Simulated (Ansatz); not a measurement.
Ideal-gas functions of `BOCO` at 500 K and 1 bar, from an Ansatz frequency run at PBE0-D4/def2-TZVP.

Molar mass 59.86 g/mol, point group C1 (symmetry number 1), electronic degeneracy 1, moments of inertia 20.244, 102.346, 104.411 u Å². Harmonic wavenumbers (cm⁻¹, unscaled): 77, 323, 389, 416, 575, 940, 1033, 1045, 1071, 1141, 1213, 1278, 1375, 1401, 1462, 1523, 2554, 2659, 3041, 3110, 3851.

Use S(trans) = R[1.5 ln M + 2.5 ln T − 1.1517]; rotational temperatures θ = 24.2544 K / I; S(rot) = R[ln(√π/σ · √(T³/θAθBθC)) + 1.5]; for each mode x = 1.438777 ν̃/T, S = R[x/(eˣ − 1) − ln(1 − e⁻ˣ)] and H = RT x/(eˣ − 1); 1 cm⁻¹ = 0.0119627 kJ/mol; R = 8.31446 J/(mol·K).

Q: By hand: the entropy, in J/(mol·K).

A: Translation 170.6. Rotation: θ = 1.1981, 0.237, 0.2323 K, giving 106.0. Vibration, mode by mode: 20.86, 9.22, 7.80, 7.30, 5.02, 2.19, 1.77, 1.72, 1.62, 1.38, 1.17, 1.01, 0.80, 0.75, 0.65, 0.57, 0.04, 0.03, 0.01, 0.01, 0.00, in all 63.9. Electronic 0.0. Sum 340.5 J/(mol·K).

Q: By hand: H − E and G − E in kJ/mol, counted from the electronic energy.

A: Zero-point energy ½ × 30477 × 0.0119627 = 182.3; thermal vibration 17.6; translation, rotation and pV give 4 RT = 16.6. H − E = 216.5 kJ/mol, and G − E = 216.5 − 500 × 340.5/1000 = 46.2 kJ/mol.

Vibration gives 19 % of the entropy, 20.9 J/(mol·K) of it from the mode under 150 cm⁻¹: soft modes count most, and the harmonic formula is weakest for them. The sum counts one conformer and one mirror image; others add a mixing term.
